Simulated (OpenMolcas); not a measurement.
## What dynamic correlation does to the levels of Ar IV

| Quantity | Value |
| --- | --- |
| Program | OpenMolcas 26.06 |
| Basis | ANO-L-VTZP [5s4p2d1f] |
| Scalar Hamiltonian | non-relativistic, point nucleus |
| Active space | 5 electrons in 4 orbitals (3s 3p) |
| State averaging | 2S+1 = 4 odd, 1 root; 2S+1 = 2 odd, 8 roots; 2S+1 = 4 even, 3 roots; 2S+1 = 2 even, 9 roots |
| Spin-orbit coupling | state interaction with AMFI integrals over the reference wave functions, term energies averaged over their components |

Methods on the same reference wave functions:
A. CASSCF
B. SS-CASPT2, IPEA 0.25 Eh, imaginary shift 0.1 Eh (closed shells correlated: 2s 2p)

Energies in cm⁻¹ above 3s² 3p³ ⁴S°_3/2, the measured ground level; measured values from Saloman, J. Phys. Chem. Ref. Data 39, 033101 (2010).

| Level | A | B | Measured |
| --- | --- | --- | --- |
| 3s² 3p³ ⁴S°_3/2 | 0.0 | 0.0 | 0.0 |
| 3s² 3p³ ²D°_3/2 | 26158 | 22320 | 21091 |
| 3s² 3p³ ²D°_5/2 | 26299 | 22420 | 21220 |
| 3s² 3p³ ²P°_1/2 | 36486 | 35920 | 34855 |
| 3s² 3p³ ²P°_3/2 | 36620 | 36020 | 35032 |
| 3s 3p⁴ ⁴P_5/2 | 124060 | 119880 | 117563 |
| 3s 3p⁴ ⁴P_3/2 | 124980 | 120800 | 118516 |
| 3s 3p⁴ ⁴P_1/2 | 125509 | 121330 | 119043 |
| 3s 3p⁴ ²D_3/2 | 174950 | 156830 | 145921 |
| 3s 3p⁴ ²D_5/2 | 174970 | 156850 | 145999 |
| 3s 3p⁴ ²S_1/2 | 200878 | 189980 | 177832 |
| 3s 3p⁴ ²P_3/2 | 222665 | 204280 | 222956 |
| 3s 3p⁴ ²P_1/2 | 223777 | 205410 | 224019 |

Deviations, from unrounded energies. A percentage is the sum of absolute deviations over the sum of measured energies, with the sign that they share, or ± where signs differ.

| Against measurement | Levels | A | B |
| --- | --- | --- | --- |
| mean absolute deviation (cm-1) | 12 | 9500 | 6900 |
| other terms of the ground configuration (%) | 4 | +11.9 | +4.0 |
| other configurations (%) | 8 | ±7.9 | ±6.1 |

B lies closest to measurement on these levels. The largest miss of B in the table is 3s 3p⁴ ²P_3/2, by -19000 cm-1. The ranking rests on the paired levels alone, and a cruder setting can come out closer through cancelling errors.

From A to B the spin-free energies of the other terms of 3s² 3p³ shown, above ⁴S°, scale by factors of 0.85 to 0.98.

The lowest spin-free term lies below A's lowest term by 0.137 hartree in B.

Term energies are means over components that CASPT2 splits; among the terms shown or strongly mixed into the levels shown the widest spread is 1200 cm-1 (3s 3p⁴ ²D, B). Over all roots computed the reference weight is 0.89 to 0.97 in B; the roots of lowest weight are the least certain, and an intruder state may touch them. Terms of s pⁿ other than that of highest spin mix with s² pⁿ⁻² d, which this space lacks; all of them can be thousands of cm-1 off, and some have no real level of that name. Measured partners are found by configuration, term and J. A level has none where our copy of the source lacks it or the pairing is in doubt (some pairs that miss far off the trend of their configuration count as doubtful), and it then counts in no deviation. Levels of configurations outside the active space are missing.

° marks odd parity.
